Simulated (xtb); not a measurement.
Mg(Et)(OMe) (C₃H₈MgO), SMILES [CH2]([Mg][O]C)C. All values are semi-empirical tight-binding results from xtb (GFN2-xTB unless named), good for trends rather than for accurate numbers. The structure is a stationary point at GFN2-xTB. The structure was generated by enumeration; whether it is a known compound was not checked. One conformer was computed; it need not be the lowest.

Optimised geometry:

Bonded distances (Å): Mg1–C2 2.090, Mg1–O9 1.703, C2–C3 1.512, C2–H4 1.088, C2–H5 1.088, C3–H6 1.090, C3–H7 1.090, C3–H8 1.094, O9–C10 1.382, C10–H11 1.098, C10–H12 1.099, C10–H13 1.098. Bond angles (°): C2–Mg1–O9 125.3, Mg1–C2–C3 109.1, Mg1–C2–H4 108.7, Mg1–C2–H5 108.9, C3–C2–H4 110.6, C3–C2–H5 110.7, H4–C2–H5 108.9, C2–C3–H6 110.9, C2–C3–H7 110.9, C2–C3–H8 110.3, H6–C3–H7 108.2, H6–C3–H8 108.2, H7–C3–H8 108.2, Mg1–O9–C10 174.8, O9–C10–H11 110.8, O9–C10–H12 110.4, O9–C10–H13 110.8, H11–C10–H12 108.2, H11–C10–H13 108.2, H12–C10–H13 108.3.
Charge 0, spin multiplicity 1.

The geometry has at least one imaginary mode, so it is a saddle point at that level.

For metal compounds this method's bond lengths and energies can be far off.

### Question
Estimate the properties. (Estimate from the structure and the level; the computed values follow.)

### Answer

| Item | Value |
|---|---|
| orbital gap | 2.47 eV |

### Question
Give the atomic charges and the Wiberg bond orders between heavy atoms. (Estimate from the structure and the level; the computed values follow.)

### Answer
charges (e) Mg1 0.35, C2 -0.12, C3 -0.11, H4 0.04, H5 0.04, H6 0.06, H7 0.06, H8 0.04, O9 -0.48, C10 0.06, H11 0.02, H12 0.02, H13 0.02. Bond orders Mg1–C2 0.94, C2–C3 1.04, Mg1–O9 0.99, O9–C10 1.02.
